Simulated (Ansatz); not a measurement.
`[SiH3]C[O][ZnH]` and `NC[O][ZnH]` differ in one atom or group.

Ansatz, PBE0-D4/def2-TZVP geometries, multiplicity 1. Each molecule was computed in one conformer, which needn't be the lowest.

Scalar relativity is left out up to krypton.

```json
{"property": "HOMO–LUMO gap (PBE0/def2-TZVPP) / eV", "`[SiH3]C[O][ZnH]`": "6.63"}
{"property": "size of the dipole moment (ωB97M-V/def2-TZVPP) / D", "`[SiH3]C[O][ZnH]`": "0.74"}
{"property": "HOMO energy (B3LYP/def2-TZVPP) / eV", "`[SiH3]C[O][ZnH]`": "-6.86"}
{"property": "HOMO–LUMO gap (ωB97M-V/def2-TZVPP) / eV", "`[SiH3]C[O][ZnH]`": "10.31"}
{"property": "LUMO energy (ωB97M-V/def2-TZVPP) / eV", "`[SiH3]C[O][ZnH]`": "0.94"}
{"property": "size of the dipole moment (PBE/def2-TZVPP) / D", "`[SiH3]C[O][ZnH]`": "0.63"}
```

Task: Give the same properties after the change, and the shifts. (Best estimate.)

Result: Ansatz gave: 
```json
{"property": "HOMO–LUMO gap (PBE0/def2-TZVPP) / eV", "`NC[O][ZnH]`": "6.72", "shift": "0.09"}
{"property": "size of the dipole moment (ωB97M-V/def2-TZVPP) / D", "`NC[O][ZnH]`": "1.51", "shift": "0.77"}
{"property": "HOMO energy (B3LYP/def2-TZVPP) / eV", "`NC[O][ZnH]`": "-6.91", "shift": "-0.05"}
{"property": "HOMO–LUMO gap (ωB97M-V/def2-TZVPP) / eV", "`NC[O][ZnH]`": "10.51", "shift": "0.20"}
{"property": "LUMO energy (ωB97M-V/def2-TZVPP) / eV", "`NC[O][ZnH]`": "0.95", "shift": "0.01"}
{"property": "size of the dipole moment (PBE/def2-TZVPP) / D", "`NC[O][ZnH]`": "1.33", "shift": "0.70"}
```

Dipoles are sizes alone; their direction can turn.

B3LYP here is the variant with VWN-RPA as its local correlation; programs differ in this.
